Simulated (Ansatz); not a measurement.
A run on C2H5GeNO (`NC1=[CH][GeH2][O]1`) with other settings.

```yaml
crystal:
  periodic: [false, false, false]
  atoms:
    - {symbol: N, position_ang: [-1.023053, 0.283036, -1.590800]}
    - {symbol: C, position_ang: [-0.284811, 0.083989, -0.469328]}
    - {symbol: C, position_ang: [0.357020, -1.012878, 0.023741]}
    - {symbol: Ge, position_ang: [0.968162, 0.109490, 1.421006]}
    - {symbol: O, position_ang: [-0.097392, 1.180751, 0.303844]}
    - {symbol: H, position_ang: [-1.613113, 1.097946, -1.585419]}
    - {symbol: H, position_ang: [-1.397316, -0.529827, -2.046807]}
    - {symbol: H, position_ang: [0.412335, -2.017683, -0.356590]}
    - {symbol: H, position_ang: [0.363777, 0.075838, 2.836155]}
    - {symbol: H, position_ang: [2.397492, 0.678237, 1.467000]}
basis:
  gaussian: {orbitals: cc-pVTZ}
total_charge: -1
magnetization: {spin_polarized: false, initial_magnetization: 1}
hamiltonian: {xc: {name: rPW86-PBE}}
accuracy: high
output: {forces: true}
```

```sh
$ ansatz run in.yaml --threads 4 --pin off --events-out ev --progress --plain --max-ram 10444MiB
```

Shortened log:

```
Functional definition: rPW86-PBE
4086 factors; integrals over basis functions are off by at most 1.2e-8 eV
mean field evaluation 1: about -62235.2327 eV, gradient 7.0e1 eV
mean field evaluation 2: about -62235.2198 eV, gradient 7.0e1 eV
mean field evaluation 4: about -62241.0153 eV, gradient 4.2e1 eV
mean field evaluation 8: about -62245.5148 eV, gradient 3.1e0 eV
mean field evaluation 16: about -62245.5538 eV, gradient 1.1e-1 eV
mean field -62245.55612392 eV, -2287.4819960006 hartree, gradient 8.2e-8 eV, S^2 0.750000; 7 other end points of the search recorded, 0 dependent functions left out
reference -62245.55613876 eV, -2287.4819965462 hartree; 33, 32 occupied and 200, 201 virtual orbitals, 4086 factors
Total energy: -62245.55613876 eV, -2287.4819965462 hartree
Atom 0 at    -1.023053     0.283036    -1.590800 Å, force    -0.078919     0.573619    -0.908999 eV/Å
Atom 1 at    -0.284811     0.083989    -0.469328 Å, force     0.181231    -0.233180     0.169683 eV/Å
Atom 2 at     0.357020    -1.012878     0.023741 Å, force    -0.450582    -0.099260    -0.613504 eV/Å
Atom 3 at     0.968162     0.109490     1.421006 Å, force     2.447742    -1.541556     3.028368 eV/Å
Atom 4 at    -0.097392     1.180751     0.303844 Å, force    -1.395571     1.621315    -1.371521 eV/Å
Atom 5 at    -1.613113     1.097946    -1.585419 Å, force    -0.191898     0.083940     0.052238 eV/Å
Atom 6 at    -1.397316    -0.529827    -2.046807 Å, force    -0.476424    -0.638230    -0.399809 eV/Å
Atom 7 at     0.412335    -2.017683    -0.356590 Å, force    -0.014436    -0.188327    -0.093939 eV/Å
Atom 8 at     0.363777     0.075838     2.836155 Å, force    -0.173858     0.124293     0.193685 eV/Å
Atom 9 at     2.397492     0.678237     1.467000 Å, force     0.152714     0.297385    -0.056203 eV/Å
Dipole moment:    -0.492731     0.033978    -0.526574 e Å
```

It took 26 s on 4 threads of an AMD EPYC 9R45 on a shared host, with 2 GiB of host memory at the peak.
